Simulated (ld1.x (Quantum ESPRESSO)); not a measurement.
# arsenic (As): excitation energies, all-electron against ultrasoft

```json
{
 "Element": "As",
 "Generator": "ld1.x (Quantum ESPRESSO) 7.5",
 "Type": "ultrasoft",
 "Functional": "LDA (PZ)",
 "Relativity": "scalar-relativistic",
 "Frozen core": "[Ar] 3d10",
 "Valence charge": "5",
 "Reference configuration": "4s1.75 4p3.25",
 "Partial waves": "4s (bound): rcut 1.60, rcutus 1.85 bohr; 4s channel at -0.8 Ry: rcut 1.60, rcutus 1.85 bohr; 4p (bound): rcut 1.45, rcutus 1.65 bohr; 4p channel at 1.5 Ry: rcut 1.45, rcutus 1.65 bohr; 4d channel at 0.1 Ry: rcut 1.35, rcutus 1.50 bohr",
 "Local potential": "all-electron potential smoothed inside 1.50 bohr (lloc = -1)",
 "Core correction": "a·sin(br)/r model core inside 1.40 bohr",
 "Augmentation charge": "PSQ, inside the norm-conserving radii"
}
```

Energies are relative to the spin-unpolarised reference configuration 4s1.75 4p3.25; without spin polarisation the order of configurations can differ from experiment. Spin-polarised rows fill each open shell by Hund’s rule, majority spin first.

```csv
valence configuration,charge,ΔE all-electron (eV),error AE − PS (meV)
4s2 4p3,0,-2.347,+0.1
4s2 4p2,+1,6.978,-3.6
4s2 4p1,+2,25.141,-33
4s0 4p5,0,16.859,-6.0
4s1 4p3,+1,17.140,-13
4s1 4p4,0,7.136,-1.5
4s2 4p3.3,-0.3,-3.625,-0.2
```

What are ΔE and the potential's error for 4s1.75 4p3.25 (spin-polarised)?

ΔE = -1.347 eV all-electron; the error (AE − PS) is +23 meV.

What are ΔE and the potential's error for 4s2 4p3 (spin-polarised)?

ΔE = -3.671 eV all-electron; the error (AE − PS) is +23 meV.

Levels in the configuration 4s2 4p2:

```csv
level,all-electron (eV),pseudo (eV)
4s,-23.607,-23.623
4p,-13.545,-13.554
```
